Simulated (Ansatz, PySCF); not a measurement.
Gas-phase reaction (SMILES): C[SiH](C)C [trimethylsilane] + O (H2O) → C[Si](C)(C)O + [H][H] (H2); water cleaves one Si-H bond, a model of a ligand-exchange step.

Structures are relaxed separately at B3LYP-D3(BJ)/def2-TZVP in Ansatz (an electronic-structure program), one conformer each, not searched for the lowest. Cores are frozen in the correlated levels unless marked. No spin-orbit coupling. No relativistic terms. CBS marks a two-point X^-3 extrapolation of the correlation energy; Hartree-Fock from the larger set. Thermal terms are rigid-rotor harmonic-oscillator values from B3LYP-D3(BJ) frequencies (Ansatz or PySCF) at 298.15 K and 1 atm. 1 Eh = 627.5095 kcal/mol.

```json
[
 {"species": "C[SiH](C)C", "E, CCSD(T)/CBS(cc-pV(T+d)Z,cc-pV(Q+d)Z) (Ansatz) (Eh)": "-409.27984", "E, wB97X-V/def2-TZVPD (Ansatz) (Eh)": "-409.83649", "H - E (Eh)": "0.12691"},
 {"species": "O (H2O)", "E, CCSD(T)/CBS(cc-pV(T+d)Z,cc-pV(Q+d)Z) (Ansatz) (Eh)": "-76.37426", "E, wB97X-V/def2-TZVPD (Ansatz) (Eh)": "-76.43464", "H - E (Eh)": "0.02495"},
 {"species": "C[Si](C)(C)O", "E, CCSD(T)/CBS(cc-pV(T+d)Z,cc-pV(Q+d)Z) (Ansatz) (Eh)": "-484.51204", "E, wB97X-V/def2-TZVPD (Ansatz) (Eh)": "-485.12936", "H - E (Eh)": "0.13401"},
 {"species": "[H][H] (H2)", "E, CCSD(T)/CBS(cc-pV(T+d)Z,cc-pV(Q+d)Z) (Ansatz) (Eh)": "-1.17450", "E, wB97X-V/def2-TZVPD (Ansatz) (Eh)": "-1.17238", "H - E (Eh)": "0.01336"}
]
```

Work out ΔE and ΔH at 298.15 K at the first level, then ΔH at the second.


1. ΔE = [(-484.51204) + (-1.17450)] - [(-409.27984) + (-76.37426)] = -0.03244 Eh = -20.4 kcal/mol at CCSD(T)/CBS(cc-pV(T+d)Z,cc-pV(Q+d)Z).
2. The terms H - E add up to -0.00449 Eh, so ΔH = (-0.03244 + (-0.00449))×627.5095 = -23.2 kcal/mol.
3. At wB97X-V/def2-TZVPD the same steps give ΔE = -19.2 and ΔH = -22.0 kcal/mol, a shift of +1.2 from the first level.
4. These values are not checked against measurement here, since the tables used lack a sound gas-phase enthalpy of formation for at least one species.
